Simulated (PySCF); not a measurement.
# Working out the excitation energy of In

In [Kr] 4d10 5s2 5p1 (2P) → In [Kr] 4d10 5s1 5p2 (4P). All numbers are calculated (PySCF 2.14, a scalar-relativistic core potential, in def2-TZVPPD with the def2 core potential (28 electrons)). Frozen: nothing. Energies in hartree (1 hartree = 27.21139 eV):

| part | In (lower) | In (upper) |
| --- | --- | --- |
| UHF | -189.210090 | -189.104033 |
| MP2 opposite-spin | -0.203241 | -0.158459 |
| MP2 same-spin | -0.107300 | -0.101724 |

Q: What does Hartree-Fock give?

A: (-189.104033) − (-189.210090) = 0.106057 hartree = 2.886 eV.

Q: What do MP2 and SCS-MP2 (6/5 opposite-spin, 1/3 same-spin) give?

A: The opposite-spin parts differ by 1.219 eV and the same-spin parts by 0.152 eV. MP2: 2.886 + (1.219) + (0.152) = 4.257 eV. SCS-MP2: 2.886 + 1.2 × (1.219) + (0.152)/3 = 4.399 eV.

Measured between the centres of the two terms (NIST): 4.350 eV, so MP2 (valence and next inner shell) is off by -0.093 eV.

What remains against the reference includes basis incompleteness and correlation beyond second order.
